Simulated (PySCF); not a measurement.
**Spin states and ions at one geometry of [ReO3Cl]−**

PySCF 2.14.0, UKS PBE, Re def2-SVP with ECP60, O def2-SVP, Cl def2-SVP; non-relativistic Hamiltonian with scalar-relativistic core potentials where named; density fitting; no spin-orbit coupling; singlets restricted, open shells unrestricted. The geometry is relaxed for charge -1, doublet, vacuum:

```xyz
5

Re    0.0000    0.1548   -0.0394
O     1.5228    0.0140   -0.8961
O     0.0000    1.6856    0.8002
O    -1.5228    0.0140   -0.8961
Cl    0.0000   -2.1490    0.7450
```

Energies count from the relaxed state; an electron taken off or put on is at rest in vacuum. Charges and spins are Mulliken's.

Task: Order these states by energy, lowest first.
A. charge -1, doublet, vacuum
B. charge 0, singlet, vacuum
C. charge -1, quartet, vacuum
D. charge 0, triplet, vacuum

Result: A (0.00 eV), B (2.44 eV), C (3.93 eV), D (5.15 eV).

Task: How do charge and spin on the first atom follow?

Result: 
```
                     state  spin squared  charge on Re1 (e)  spin on Re1 (e)  dipole about the centre of mass (D)
charge -1, doublet, vacuum          0.75               0.61             0.73                                 0.58
charge -1, quartet, vacuum          3.76               0.48             1.35                                 0.71
 charge 0, singlet, vacuum          0.00               0.98             0.00                                 0.87
 charge 0, triplet, vacuum          2.01               0.86             0.62                                 1.22
```

With an electron taken off (singlet, the lower of the two states computed) the charges change, summed by element, by Re +0.37 e, O +0.42 e, Cl +0.21 e. The vertical ionisation energy is 2.44 eV, against −ε(HOMO) = -0.74 eV over both spins of the relaxed state. The level lies 3.2 eV too high, as is usual for semilocal functionals and global hybrids, which keep a self-interaction error.

Open shells may have lower solutions than those found. Hard to converge, so the more doubtful: charge -1, quartet, vacuum; charge 0, triplet, vacuum.
